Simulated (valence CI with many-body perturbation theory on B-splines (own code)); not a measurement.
**Hyperfine factors and g values of Co¹²⁺**

Calculated by valence CI with perturbative core correlation (CI+MBPT): five valence electrons over a frozen Dirac-Fock core [Ne], radial functions for each j: 9 s, 9 p, 8 d, 6 f, 3 g, 1 h, with the one-electron correlation potential Σ1 (screened to all orders), the two-electron term Σ2, the three-electron term Σ3, Breit, model QED; selected single and double excitations, second order for the rest, scaled by the run's own slope (own B-spline code, finite nucleus).

No measured levels were compared; by estimate levels of excited configurations hold to 0.05 to 0.15 % of their energy, terms of the ground configuration to about 0.5 %. Among the levels kept, up to 630 cm⁻¹ of a level comes from second order outside the variational space, and about a tenth of that is noise between levels of different J, which matters for small intervals.

A/g_I is the dipole constant over the nuclear g factor μ/I (μ in nuclear magnetons, uniformly magnetised nucleus), B/Q the quadrupole constant per barn. Both hold the static response of the core; the bare values leave it out. Large factors of s and p1/2 electrons are usually good to 5 to 10 %; those of open d and f shells near neutrality can be off by tens of per cent, and small factors of p3/2, d and f electrons come from cancelling terms and can be off by a factor of two or in sign, in half-filled shells by more. B is blank for J = 1/2, where it vanishes, and for nearly pure S terms. Energies count from the lowest level.

Names give the largest LS component (configuration and term), which can be under half, so a name can repeat, a term be missing and a line seem to break the LS rules; names also repeat where a configuration has a term twice. Letters in brackets count levels of one name in rising energy.

```tsv
Level	E (eV)	g	A/g_I (MHz)	A/g_I bare	B/Q (MHz/b)	B/Q bare
3s²3p³ ⁴S°_3/2	0.000	1.974	954	1270		
3s²3p³ ²D°_3/2	5.446	0.886	4890	4680	8020	7660
3s²3p³ ²D°_5/2	6.194	1.199	9170	8830	-72.0	-67.8
3s²3p³ ²P°_1/2	9.898	0.664	25600	24200		
3s²3p³ ²P°_3/2	10.974	1.273	5230	5120	-8290	-7920
3s3p⁴ ⁴P_5/2	36.592	1.593	20000	19300	7850	7500
3s3p⁴ ⁴P_3/2	38.064	1.728	18000	17400	-6490	-6200
3s3p⁴ ⁴P_1/2	38.694	2.658	41300	39700		
3s3p⁴ ²D_3/2	45.344	0.816	-4800	-4420	-11500	-11000
3s3p⁴ ²D_5/2	45.677	1.206	21600	20500	-16600	-15800
3s²3p²3d ²P_3/2 [a]	51.902	1.319	-458	-113	3710	3570
3s3p⁴ ²P_1/2	52.520	1.167	29900	28300		
3s3p⁴ ²S_1/2	54.920	1.498	53000	50100		
3s²3p²3d ⁴F_3/2	56.562	0.433	3500	3410	-1090	-931
3s²3p²3d ⁴F_5/2	57.147	1.052	2090	2190	867	952
3s²3p²3d ⁴F_7/2	58.008	1.245	2210	2330	-446	-271
3s²3p²3d ²F_5/2 [a]	58.749	0.956	6220	6030	-1010	-892
3s²3p²3d ⁴F_9/2	59.044	1.326	3450	3500	-6750	-6260
3s²3p²3d ²F_7/2 [a]	59.412	1.268	2980	3070	3770	3680
3s²3p²3d ⁴D_1/2	59.450	0.014	9340	8850		
3s²3p²3d ⁴D_3/2	59.602	1.172	4480	4500	-2610	-2500
3s²3p²3d ⁴D_5/2	60.266	1.249	3850	3890	-1210	-1120
3s²3p²3d ⁴D_7/2	61.703	1.288	2620	2710	3010	2940
3s²3p²3d ²G_7/2	65.737	0.896	5690	5510	16400	15800
3s²3p²3d ²G_9/2	66.235	1.117	4190	4140	18900	18200
3s²3p²3d ²P_3/2 [b]	66.605	1.309	-1660	-1250	2380	2290
3s²3p²3d ⁴P_5/2	67.962	1.578	1470	1740	754	765
3s²3p²3d ²P_1/2 [a]	68.409	0.975	19500	18400		
3s²3p²3d ⁴P_3/2	68.586	1.656	1780	2110	-517	-547
3s²3p²3d ⁴P_1/2	69.081	2.338	-1780	-1230		
3s²3p²3d ²D_3/2 [a]	69.886	0.887	3310	3330	1110	1140
3s²3p²3d ²D_5/2 [a]	71.482	1.212	4060	4060	-2000	-1790
3s²3p²3d ²D_3/2 [b]	73.581	0.818	4130	3960	-343	-362
3s²3p²3d ²D_5/2 [b]	73.745	1.199	4830	4800	7260	6950
3s²3p²3d ²P_1/2 [b]	75.575	0.824	-4390	-4110		
3s²3p²3d ²F_5/2 [b]	76.429	0.917	2350	2360	2900	2900
3s²3p²3d ²P_3/2 [c]	76.808	1.316	2040	2230	-3710	-3560
3s²3p²3d ²S_1/2	77.085	1.860	19600	18900		
3s²3p²3d ²F_7/2 [b]	77.163	1.141	4560	4510	-2360	-2110
3s²3p²3d ²D_5/2 [c]	80.300	1.145	2580	2620	-2910	-2680
```

Question: Take the isotope of mass number 59, with I = 7/2, μ = 4.615 μN and Q = 0.42 b. What is the hyperfine structure of 3s²3p³ ²D°_3/2?

Answer: From the table A = 6440 MHz, B = 3370 MHz. Shifts from the centre of gravity in MHz: F = 2: -41700, F = 3: -24800, F = 4: 45.4, F = 5: 34700.
